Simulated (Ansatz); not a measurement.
Molecule: sum formula AlO2BrH2, charge 0, multiplicity 1. SMILES: [OH][Al]([OH])[Br]
Geometry from a B3LYP-D3(BJ)/def2-TZVP (Ansatz, an electronic-structure program) optimisation:
```
Al
O 1 1.6880
H 2 0.9575 1 125.54
O 1 1.6880 2 125.62 3 0.00
H 4 0.9575 1 125.54 2 0.00
Br 1 2.2406 2 117.19 3 -180.00
```
Charge 0, spin multiplicity 1.

Quantity: atomisation energy (electronic, to ground-state atoms), in kcal/mol. Correlated levels leave the core frozen unless marked. Open shells are spin-unrestricted. No spin-orbit coupling. The frozen core is the preceding noble-gas configuration, with the filled d and f shells of earlier blocks. No relativistic terms. The coupled-cluster limit lacks core correlation, which all-electron functionals hold. CBS marks a two-point X^-3 extrapolation of the correlation energy; Hartree-Fock from the larger set.

```tsv
level	program	atomisation energy (kcal/mol)
r2SCAN-D4/def2-TZVPD	Ansatz + dftd4	534.4
B3LYP-D4/def2-TZVPD	Ansatz + dftd4	524.5
CAM-B3LYP-D4/def2-TZVPD	Ansatz + dftd4	529.5
CCSD/6-31G*	Ansatz	464.6
CCSD(T)/6-31G*	Ansatz	468.7
CCSD(T)/def2-SVPD	Ansatz	503.2
CCSD(T)/CBS(def2-TZVPPD,def2-QZVPPD)	Ansatz	537.2
```
